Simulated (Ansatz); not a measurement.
Two isomers of C2H9FSi2: A = `C[SiH](C)[SiH2]F`, B = `CC[SiH](F)[SiH3]`.

Isolated molecules relaxed with PBE0-D4/def2-TZVP in Ansatz; ΔE leaves out vibrations. CCSD(T)/CBS adds triple-zeta CCSD(T) − MP2 to the extrapolated MP2 energy (def2 sets, frozen cores). Functionals use def2-TZVPP. B3LYP here is the variant with VWN-RPA as its local correlation; programs differ in this. One conformer a species, not always the lowest.

Problem. Which is lower in electronic energy at CCSD(T)/CBS, and by how much? (Estimate.)

Solution. Ansatz gave: A, by 41.5 kJ/mol.

Problem. Give E(B) − E(A) in kJ/mol with CCSD/def2-TZVPP, B3LYP, HF/def2-TZVPP, B2PLYP, PBE-D4, LDA (SPW92), CCSD(T)/def2-SVP. (Best estimate.)

Solution. Ansatz gave: CCSD/def2-TZVPP 39.2, B3LYP 40.6, HF/def2-TZVPP 37.3, B2PLYP 41.4, PBE-D4 41.0, LDA (SPW92) 36.7, CCSD(T)/def2-SVP 26.2. None reverses the order clearly.

Problem. Does the order hold for the free energy at 298.15 K (harmonic terms from PBE0-D4)? (Best estimate.)

Solution. Ansatz gave: Yes: G(B) − G(A) = +41.0 kJ/mol, for one conformer each. Modes under 60 cm⁻¹, often nearly free rotors, make the harmonic entropy too high.

Largest T1 diagnostic: 0.011.

At CCSD(T), def2-SVP lies −15.3 kJ/mol from the extrapolated value and def2-TZVPP −2.0 kJ/mol. Leaving LDA and LC-ωPBE aside and taking each functional with its dispersion term where it has one, the values, not all of them listed here, spread over 3.9 kJ/mol, from ωB97X-V to r2SCAN-D4. LDA lies −3.9 kJ/mol from PBE without D4.
